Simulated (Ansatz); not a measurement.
A nudged elastic band was laid between two geometries of C2H6LiN (10 atoms, charge 0, multiplicity 1).

These are results of RKS BHLYP-D4/def2-SVP in Ansatz, not measurements.

```json
{"movable images": "5", "climbing image": "yes", "spring": "5.0 eV/Å²", "optimiser": "quadratic models (default)", "start path": "through a guess of the saddle point", "force threshold": "0.05 eV/Å", "iteration limit": "60", "end points": "relaxed"}
```

First end point:

```xyz
10
Properties=species:S:1:pos:R:3
Li -1.780 -0.977 -1.195
N -0.469 -0.264 -0.319
C 0.116 1.007 -0.607
C 0.188 -0.861 0.800
H -0.370 1.491 -1.466
H 0.047 1.727 0.234
H 1.196 0.951 -0.853
H -0.241 -1.843 1.046
H 0.124 -0.254 1.726
H 1.273 -1.028 0.638
```

Last end point:

```xyz
10
Properties=species:S:1:pos:R:3
Li -1.311 -1.239 -1.520
N -0.342 -0.336 -0.405
C 0.165 0.979 -0.642
C 0.063 -0.791 0.887
H -0.192 1.730 0.092
H 1.272 1.039 -0.602
H -0.127 1.355 -1.633
H -0.307 -1.806 1.095
H -0.302 -0.152 1.716
H 1.164 -0.831 1.015
```

Q: Which bonds break or form, and what moves?

A: No bond is made or broken. The dihedral C4–N2–C3–H5 goes from 180 to -60°. The two ends are copies of one structure, up to a mirror image or an exchange of like atoms.

Q: What energy profile does the band end with?

A: The run converged. The highest image is number 3 of 0 to 6, 0.185 eV above the ends, which have the same energy within 2 meV. A vibrational analysis at the climbing image gives one clearly imaginary mode, 287i cm⁻¹: a first-order saddle point.

```tsv
image	path coordinate (Å)	energy (eV)	dihedral C4–N2–C3–H5 (°)
0	0.00	0.000	180
1	0.54	0.044	-161
2	1.09	0.135	-141
3	1.63	0.185	-120
4	2.17	0.136	-98
5	2.72	0.045	-79
6	3.26	0.000	-60
```

Q: What is the geometry of the highest image?

A: 
```xyz
10
Properties=species:S:1:pos:R:3
Li -1.388 -1.240 -1.426
N -0.357 -0.301 -0.396
C 0.153 1.024 -0.637
C 0.088 -0.825 0.859
H -0.636 1.788 -0.756
H 0.788 1.390 0.185
H 0.781 1.099 -1.543
H -0.309 -1.838 1.031
H -0.226 -0.228 1.739
H 1.189 -0.919 0.947
```

Q: What are the harmonic wavenumbers there?

A: 287i, 153, 227, 296, 432, 763, 1032, 1121, 1154, 1177, 1265, 1300, 1483, 1494, 1516, 1520, 1536, 1548, 2961, 2980, 3002, 3023, 3077, 3091 cm⁻¹.

Run time: 2.1 min on 1 thread of Arm Neoverse V2, on a shared host, peak memory 0.16 GiB.
